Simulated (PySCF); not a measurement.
`O=[S@@]1OC[C@@H](C2CCCC2)O1`. Theory: PBE0-D3(BJ)/def2-SVP geometry optimisation, gas phase (PySCF 2.14.0).

```
atom  x, y, z in Å
O1     3.6315   -1.9510   -0.3765
S2     2.2315   -2.1093   -0.7516
O3     1.8460   -0.9447   -1.8790
C4     1.6965    0.3042   -1.2214
C5     0.9134   -0.0128    0.0548
C6    -0.5970    0.0477   -0.1010
C7    -1.3642   -0.3378    1.1700
C8    -2.7736   -0.7484    0.6961
C9    -2.6956   -0.8187   -0.8427
C10   -1.2033   -0.8738   -1.1592
O11    1.3188   -1.3379    0.4118
H12    2.6865    0.7342   -0.9979
H13    1.1483    0.9739   -1.8970
H14    1.2321    0.6552    0.8713
H15   -0.8415    1.0937   -0.3667
H16   -0.8492   -1.1919    1.6362
H17   -1.3764    0.4750    1.9120
H18   -3.5415   -0.0312    1.0224
H19   -3.0585   -1.7208    1.1249
H20   -3.1272    0.0943   -1.2849
H21   -3.2545   -1.6673   -1.2641
H22   -0.8173   -1.8959   -1.0040
H23   -0.9616   -0.5874   -2.1935
```

Task: Where is the centre of mass (commonest isotopes), and what is the radius of gyration?

Result: Mass 176.051 u; centre at (0.539, -0.952, -0.414) Å; Rg = √(Σ m r²/M) = 2.374 Å. As Ia + Ib + Ic = 2 Σ m r², the three principal moments sum to 1984.8 u·Å².

Task: Give the dihedral angles H15–C6–C7–H16, C8–C9–C10–C6, H16–C7–C8–C9, O11–C5–C6–C7.

Result: H15–C6–C7–H16 -159° (antiperiplanar); C8–C9–C10–C6 -37° (synclinal); H16–C7–C8–C9 -107° (anticlinal); O11–C5–C6–C7 60° (synclinal). Dihedral signs follow IUPAC: positive where, seen along the central bond, the front bond turns clockwise onto the rear one.

Task: What is the longest distance between nuclei?

Result: O1···H18, 7.56 Å; the next longest distance is 7.12 Å.

Task: How far apart are these pairs, which share no bond: C10···H18, O11···H15, H12···H14, H12···H17, H12···H22, H15···H21, H20···H21?

Result: C10···H18 3.307 Å (3 bonds apart); O11···H15 3.344 Å (3 bonds apart); H12···H14 2.370 Å (3 bonds apart); H12···H17 5.004 Å (5 bonds apart); H12···H22 4.381 Å (5 bonds apart); H15···H21 3.775 Å (4 bonds apart); H20···H21 1.766 Å (2 bonds apart).

Task: Write the matrix of distances between heavy atoms (Å, lower triangle).

Result: 
```
O1    0.000
S2    1.458  0.000
O3    2.541  1.666  0.000
C4    3.089  2.516  1.419  0.000
C5    3.366  2.604  2.340  1.530  0.000
C6    4.685  3.616  3.180  2.565  1.520  0.000
C7    5.473  4.445  4.469  3.937  2.557  1.534  0.000
C8    6.605  5.385  5.292  4.977  3.814  2.451  1.543  0.000
C9    6.445  5.094  4.660  4.549  3.805  2.388  2.461  1.542  0.000
C10   5.015  3.673  3.134  3.131  2.588  1.529  2.395  2.434  1.526  0.000
O11   2.519  1.668  2.383  2.347  1.431  2.419  2.962  4.144  4.238  3.007  0.000
```

No PBE0-D3(BJ)/def2-SVP frequencies stand behind this structure, so it isn't proved a minimum. The numbers are those of one conformer.

The run took about 13 min of CPU time (one thread, shared machine). This is the geometry optimisation.
